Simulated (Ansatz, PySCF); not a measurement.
Caution: the highest occupied level lies above zero, a sign of self-interaction error and of too few diffuse functions. This triplet is an excited state, 0.62 eV above the relaxed singlet at the level frozen-core CCSD(T)/aug-cc-pVTZ // B3LYP-D3(BJ)/def2-SVPD (Ansatz, an electronic-structure program).

B3LYP has the VWN-RPA correlation part, as in Gaussian. 

Cartesian coordinates (Å):
```xyz
5

B     -0.6040    -0.0782    -0.0014
B      0.9868    -0.4729     0.0466
F      2.0794     0.3688    -0.0026
H     -0.9663     1.0939    -0.0921
H     -1.4957    -0.9116     0.0494
```
Charge -1, spin multiplicity 3.

**Question.** What is the computed total energy and highest occupied spin orbital (PySCF with B3LYP-D3(BJ)/def2-TZVPD // B3LYP-D3(BJ)/def2-SVPD)?

**Answer.** 
```
Quantity                            Result
-----------------------------  -----------
total energy                   -4103.44 eV
highest occupied spin orbital      0.81 eV
```
